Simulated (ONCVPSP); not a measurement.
## Mn (Z = 25): excitation energies, all-electron against ONCV

manganese, optimised norm-conserving Vanderbilt (ONCV), made with ONCVPSP 4.0.1 (LDA (Perdew-Zunger), scalar-relativistic). Core [Ne] 3s2, reference 3p6 3d5 4s1.75 4p0.25. Waves: 4s: rc 2.14 bohr, ncon 4, nbas 7, qcut 2.4 1/bohr, 2 projectors, debl 2.1 Ha; 3p+4p: rc 1.60 bohr, ncon 4, nbas 8, qcut 8.3 1/bohr, 2 projectors; 3d: rc 1.46 bohr, ncon 4, nbas 9, qcut 8.5 1/bohr, 2 projectors, debl 1.2 Ha; f scattering state at 0.37 Ha: rc 2.30 bohr, ncon 3, nbas 8, qcut 5.4 1/bohr, 1 projector. Local part: polynomial inside 1.32 bohr (lpopt 5, dvloc0 4 Ha). Core correction: Teter function, fcfact 2, rcfact 1.1.

Energies are relative to the spin-unpolarised reference configuration 3p6 3d5 4s1.75 4p0.25; without spin polarisation the order of configurations can differ from experiment. Not all tests gave a result: 1 of 4 tests not solved or not reliable.

```json
{"valence configuration": "3p6 3d5 4s2 4p0", "charge": "0", "ΔE all-electron (eV)": "-0.960", "error AE − PS (meV)": "-0.1"}
{"valence configuration": "3p6 3d5 4s1 4p0", "charge": "+1", "ΔE all-electron (eV)": "7.694", "error AE − PS (meV)": "-2.0"}
{"valence configuration": "3p6 3d5 4s0 4p0", "charge": "+2", "ΔE all-electron (eV)": "23.571", "error AE − PS (meV)": "-16"}
```

Levels in the configuration 3p6 3d5 4s0 4p0:

```
level  all-electron (eV)  pseudo (eV)
   3p            -72.400      -72.244
   3d            -24.619      -24.551
```

Note: no bound ghost flagged; GHOST(+) flagged for s at 73.1 eV.
